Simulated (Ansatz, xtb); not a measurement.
FGeH4Si: which of two isomers lies lower

We compare a, `F[SiH][GeH3]`, a doublet, with b, `F[SiH2][GeH2]`, a doublet. Both are isolated molecules in the gas phase, relaxed with PBE0-D3(BJ)/def2-SVP, each in the lowest conformer that the search found.

a (Å):

```yaml
atoms:
  - { symbol: F, position_ang: [-3.0067, -0.9841, 0.0174] }
  - { symbol: Ge, position_ang: [-0.8975, -3.4950, -0.4268] }
  - { symbol: Si, position_ang: [-2.5284, -1.9433, -1.2189] }
  - { symbol: H, position_ang: [-3.7582, -2.6207, -1.7508] }
  - { symbol: H, position_ang: [-0.4967, -4.4056, -1.6020] }
  - { symbol: H, position_ang: [-1.4461, -4.3647, 0.7220] }
  - { symbol: H, position_ang: [0.3459, -2.7388, 0.0695] }
```

b (Å):

```xyz
7

F     0.6868   -1.2529   -0.8713
Ge   -0.1759    1.8734   -0.4863
Si   -0.7030   -0.4015   -0.8829
H     0.4680    2.6255   -1.6686
H    -1.3512   -0.6400   -2.2066
H    -1.5789   -0.9047    0.2137
H    -1.3544    2.6934    0.0786
```

Energies in hartree; the thermal terms are from PBE0-D3(BJ)/def2-SVP harmonic frequencies (ideal gas, rigid rotor, one conformer each, 200 K, 1 atm) and include the zero-point energy:

```
                               a            b
E, CCSD(T)/def2-SVP  −2466.177987  −2466.191705
    E, MP2/def2-SVP  −2466.138367  −2466.152349
  E, MP2/def2-TZVPP  −2466.754626  −2466.768569
  zero-point energy      0.033907      0.034147
       H(200 K) − E      0.037682      0.037940
       G(200 K) − E      0.015005      0.015195
```

Q: Correct the CCSD(T) difference for the basis set by the MP2 change, then work out ΔE, ΔE₀, ΔH and ΔG for a → b in kcal/mol (1 Eh = 627.51 kcal/mol) and the equilibrium ratio [b]/[a].

A: 1. Differences b − a: CCSD(T) −0.013718, MP2 in the small set −0.013982, MP2 in the large set −0.013943 Eh.
2. ΔE = −0.013718 + (−0.013943 − (−0.013982)) = −0.013679 Eh = −8.58 kcal/mol.
3. ΔE₀ = ΔE + ΔZPE = −0.013679 + (+0.000240) Eh = −8.43 kcal/mol.
4. ΔH = ΔE + (+0.000258) Eh = −8.42 kcal/mol.
5. ΔG = ΔE + (+0.000190) Eh = −8.46 kcal/mol, so ΔS = (ΔH − ΔG)/T = +0.9 J/(mol K).
6. kT = 0.6334 mEh, so K = [b]/[a] = exp(−ΔG/kT) = exp(+21.30) ≈ 1.8 × 10^9.

Structure b is favoured at this temperature. An error of 1 kcal/mol in ΔG would change K by a factor of 12. HF/STO-3G gave ΔE the other sign. Mirror images and further conformers aren't counted.

As drawn, b has 1 Si–H in place of 1 Ge–H.

Other levels gave ΔE = −11.2 (GFN2-xTB); +9.6 (HF/STO-3G, GFN2-xTB geometries); −4.5 (r2SCAN-D4/def2-SVP, GFN2-xTB geometries); −7.0 (PBE0-D3(BJ)/def2-SVP); −9.7 (HF/def2-SVP); −8.8 (MP2/def2-SVP); −8.6 (CCSD(T)/def2-SVP) kcal/mol. Open shells are spin-unrestricted. The correlated steps freeze 15 core orbitals; the filled d shell of Ge is correlated, in a basis made for valence electrons. Programs: Ansatz 0.2.0, xtb 6.7.1.
